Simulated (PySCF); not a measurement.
PbCl₃, SMILES [Pb-]([Cl])([Cl])[Cl], charge -1. Atoms are numbered in the order given.

```xyz
4

Pb     0.0000     0.0000     0.4582
Cl     2.0140     1.1628    -0.7367
Cl    -2.0140     1.1628    -0.7367
Cl     0.0000    -2.3255    -0.7367
```
Charge -1, spin multiplicity 1.

Geometry optimised at PBE0-D3(BJ)/def2-SVPD. The isomer is the one that the SMILES or the coordinates give; other isomers of the formula were not compared. The def2 effective core potentials stand for the cores of Pb; spin–orbit coupling is left out.

Computed with PBE/def2-TZVPD (PySCF).

The molecule is in vacuum.

Task: Estimate the frontier levels, gap, dipole moment and polarisability. (Estimate from the structure and the level; the computed values follow.)

Result: 
```
Property                                                            Result
------------------------------------------------  ------------------------
highest occupied level                                            -2.32 eV
lowest empty level                                                 1.74 eV
orbital gap                                                        4.06 eV
dipole moment about the centre of nuclear charge                    5.43 D
mean static polarisability                          115.6 bohr³ (17.14 Å³)
polarisability, principal values                  98.2, 124.4, 124.4 bohr³
```
